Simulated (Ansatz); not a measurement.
The same molecule with X = B, Al, Ga, In. Ansatz, PBE0-D4/def2-TZVP geometries, multiplicity 1.

Elements past krypton have def2 core potentials. Scalar relativity is left out up to krypton.

| X | molecule | mean X–Si bond length / Å | LUMO energy (PBE0/def2-TZVPP) / eV | LUMO energy (PBE/def2-TZVPP) / eV | LUMO energy (ωB97M-V/def2-TZVPP) / eV |
| --- | --- | --- | --- | --- | --- |
| B | `[SiH3]B([SiH3])[SiH3]` | 1.999 | -3.15 | -4.04 | -1.19 |
| Ga | `[SiH3][Ga]([SiH3])[SiH3]` | 2.420 | -2.63 | -3.38 | -0.90 |
| In | `[SiH3][In]([SiH3])[SiH3]` | 2.584 | -2.53 | -3.23 | -0.94 |

(1) Give the row for X = Al, `[SiH3][Al]([SiH3])[SiH3]`. (Best estimate.)

## Answers

(1) The calculation gave: 
```
 X                    molecule  mean X–Si bond length / Å  LUMO energy (PBE0/def2-TZVPP) / eV  LUMO energy (PBE/def2-TZVPP) / eV  LUMO energy (ωB97M-V/def2-TZVPP) / eV
Al  `[SiH3][Al]([SiH3])[SiH3]`                      2.459                               -2.64                              -3.36                                  -0.99
```

From B to In the mean X–Si bond length isn't monotonic: highest at In, lowest at B; the LUMO energy (PBE0/def2-TZVPP) rises at each step, by 0.62 eV in all; the LUMO energy (PBE/def2-TZVPP) isn't monotonic: highest at In, lowest at B; the LUMO energy (ωB97M-V/def2-TZVPP) isn't monotonic: highest at Ga, lowest at B. Bonds lengthen as the atom grows down the group.
